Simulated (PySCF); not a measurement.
F, doublet. Base run: BLYP/def2-SVP in PySCF.

Geometry (Å):
```xyz
1

F      0.0000     0.0000     0.0000
```
Charge 0, spin multiplicity 2.
Orbitals are unrestricted.
All else is at PySCF's defaults.
Base energy -99.62841 Eh.

Variants of this job, named by their change:

```tsv
change	ΔE vs base (mEh)	SCF cycles	<S^2>	outcome
base	0.000	7	0.751	converged
level_shift = 0.3 (with mf.max_cycle = 100)	0.000	8	0.751	converged
init_guess = mod_huckel	0.000	6	0.751	converged
diis_space = 12	0.000	7	0.751	converged
conv_tol = 1e-4	0.000	4	0.751	converged
diis_space = 4	0.000	7	0.751	converged
DIIS = ADIIS	0.000	10	0.751	converged
level_shift = 1.0 (with mf.max_cycle = 100)	-0.001	11	0.751	converged
diis = off; damp = 0.3 (with mf.diis_start_cycle = 200; with mf.max_cycle = 150)	0.000	12	0.751	converged
diis = off; damp = 0.6 (with mf.diis_start_cycle = 200; with mf.max_cycle = 150)	0.000	18	0.751	converged
init_guess = vsap	0.000	6	0.751	converged
damp = 0.5; diis_start_cycle = 5	0.000	8	0.751	converged
diis = off (with mf.max_cycle = 100)	-	100	-	not converged
```

Open shells are given as the SCF converged; they aren't shown to be the lowest states, and a large step between rows can be another state.
